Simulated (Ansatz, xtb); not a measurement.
## C2H5ClGe: which of two isomers lies lower

We compare a, `Cl/C=[CH]\[GeH3]`, a singlet, with b, `Cl/C=[CH]/[GeH3]`, a singlet. Both are isolated molecules in the gas phase, relaxed with B3LYP-D3(BJ)/def2-SVP.

Problem. Which of the two would you expect CCSD(T)/def2-SVP + ΔMP2/def2-TZVPP electronic energies to favour?

Solution. Too close to call at this level: CCSD(T)/def2-SVP + ΔMP2/def2-TZVPP gives E(b) − E(a) = −0.21 kcal/mol.

How the difference moves with the method:

```
                             level               geometry  E(b) − E(a) (kcal/mol)  departure from the last row (kcal/mol)  job, with rough time for the two
                          GFN2-xTB               GFN2-xTB                     +2.80                                   +3.01              optimisation, 0.53 s
                         HF/STO-3G               GFN2-xTB                     −2.37                                   −2.16               single point, 2.2 s
                r2SCAN-D4/def2-SVP               GFN2-xTB                     −0.22                                   −0.01               single point, 8.4 s
             B3LYP-D3(BJ)/def2-SVP  B3LYP-D3(BJ)/def2-SVP                     +0.38                                   +0.59             optimisation, 3.8 min
                       HF/def2-SVP  B3LYP-D3(BJ)/def2-SVP                     −0.22                                   −0.01           part of the CCSD(T) run
                      MP2/def2-SVP  B3LYP-D3(BJ)/def2-SVP                     +0.27                                   +0.48           part of the CCSD(T) run
                  CCSD(T)/def2-SVP  B3LYP-D3(BJ)/def2-SVP                     +0.38                                   +0.59                      single point
CCSD(T)/def2-SVP + ΔMP2/def2-TZVPP  B3LYP-D3(BJ)/def2-SVP                     −0.21                                                        single point, 58 s
```

As drawn, both hold the same kinds of bond in the same numbers.

The largest departure from CCSD(T)/def2-SVP + ΔMP2/def2-TZVPP is that of GFN2-xTB, 3.01 kcal/mol. The last row adds to CCSD(T) the change of the MP2 difference between the two basis sets, here −0.59 kcal/mol.

With harmonic frequencies from B3LYP-D3(BJ)/def2-SVP (ideal gas, rigid rotor, one conformer each, 298.15 K, 1 atm): the zero-point term adds −0.10 kcal/mol; ΔH is −0.19 and ΔG −0.21 kcal/mol.

The correlated steps freeze 16 core orbitals; the filled d shell of Ge is correlated, in a basis made for valence electrons. Codes used: Ansatz 0.2.0, xtb 6.7.1; the last row on 2 threads of Intel(R) Xeon(R) Processor @ 2.50GHz (Skylake/Cascade Lake) on a shared host.
